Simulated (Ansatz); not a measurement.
Geometry optimisation, RKS PBE0-D4/def2-SVP (Ansatz).

The input (input.yaml):

```yaml
crystal:
  periodic: [false, false, false]
  atoms:
    - { symbol: C, position_ang: [-0.9758, 0.9591, 0.3515] }
    - { symbol: C, position_ang: [0.0269, 0.1436, -0.3449] }
    - { symbol: C, position_ang: [1.1703, -0.1118, 0.5745] }
    - { symbol: In, position_ang: [0.8642, -2.0333, -1.5256] }
    - { symbol: H, position_ang: [-1.8659, 1.1686, -0.3783] }
    - { symbol: H, position_ang: [-0.594, 2.0013, 0.6315] }
    - { symbol: H, position_ang: [-1.3852, 0.4872, 1.2456] }
    - { symbol: H, position_ang: [0.427, 0.6735, -1.2707] }
    - { symbol: H, position_ang: [1.56575, 0.83174, 1.05984] }
    - { symbol: H, position_ang: [0.90278, -0.82862, 1.39068] }
    - { symbol: H, position_ang: [-0.5581, -1.9891, -0.7298] }
basis:
  gaussian: { orbitals: def2-SVP }
hamiltonian:
  xc: pbe0
  dispersion: d4
relax:
  f_tol: 0.015
  max_steps: 40
output:
  orbitals: {}
```

Run as:

```bash
$ ansatz run input.yaml --threads 2 --pin off --max-ram 3072MiB --backend cpu --events-out ev --progress --plain --runs-dir out
```

Task: Where does it end, and by what steps?

Result: It converged. After 19 steps the energy has fallen by 4.085 eV; H9 moved furthest, 1.35 Å.

```tsv
step	energy less start (eV)	largest force component (eV/Å)	accepted
0	0.0000	3.569	yes
1	-1.3415	1.730	yes
2	-2.1144	1.369	yes
3	-2.5970	1.329	yes
4	-3.0033	1.339	yes
5	-3.3624	1.143	yes
6	-3.7052	1.332	yes
7	-3.9096	0.974	yes
8	-3.9705	0.976	yes
9	-4.0336	0.283	yes
10	-4.0487	0.331	yes
11	-4.0615	0.286	yes
12	-4.0741	0.149	yes
13	-4.0808	0.106	yes
14	-4.0826	0.092	yes
15	-4.0847	0.039	yes
16	-4.0852	0.039	yes
17	-4.0854	0.032	yes
18	-4.0854	0.022	yes
19	-4.0855	0.010	yes
```

```xyz
11
Properties=species:S:1:pos:R:3
C -1.134 0.866 0.424
C 0.261 0.647 -0.055
C 1.233 0.038 0.653
In 0.427 -2.384 -0.650
H -1.863 0.466 -0.298
H -1.341 1.945 0.519
H -1.310 0.399 1.404
H 0.501 1.039 -1.050
H 2.258 -0.029 0.278
H 1.058 -0.326 1.672
H -0.513 -1.360 -1.893
```

The run took 110 s on 2 threads of Arm Neoverse N1, with other jobs on the host, peak memory 0.25 GiB.
